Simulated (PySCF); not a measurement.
Two-photon absorption: `C[Si@@H](P)n1ccnc1`, C4H9N2PSi

Geometry:
```tsv
atom	x (Å)	y (Å)	z (Å)
C1	-1.503	1.619	-0.343
Si2	-0.995	0.110	0.696
P3	-2.032	-1.713	-0.091
N4	0.715	-0.201	0.444
C5	1.762	0.629	0.766
C6	2.901	-0.004	0.382
N7	2.592	-1.211	-0.175
C8	1.301	-1.295	-0.123
H9	-0.897	2.488	-0.107
H10	-2.542	1.881	-0.170
H11	-1.386	1.412	-1.405
H12	-1.128	0.379	2.137
H13	-1.759	-2.507	1.011
H14	-3.272	-1.345	0.399
H15	1.595	1.575	1.236
H16	3.920	0.318	0.463
H17	0.722	-2.124	-0.483
```

Computed, not measured: TDDFT wB97X-D/6-31+G* excited states, vertical, IEF-PCM ethanol (non-equilibrium response) in PySCF 2.14.0. Geometry: GFN2-xTB.

(1) How strongly do the lowest singlets absorb one photon, and two photons of half the energy?

Answers

(1) δ for parallel linear polarisation; σ at the peak of a Lorentzian of half width 0.1 eV, single beam; Ω is circular over linear.
| state | E (eV) | f | photon λ (nm) | δ (au) | σ (GM) | Ω | main |
| --- | --- | --- | --- | --- | --- | --- | --- |
| S1 | 6.34 | 0.093 | 391 | 41.5 | 0.61 | 1.18 | HOMO→LUMO+2 0.37, HOMO→LUMO 0.24 |

Among these, the strongest one-photon state is S1, the strongest two-photon state S1, with a dipole change of 2.7 D (relaxed, norm of the difference vector).
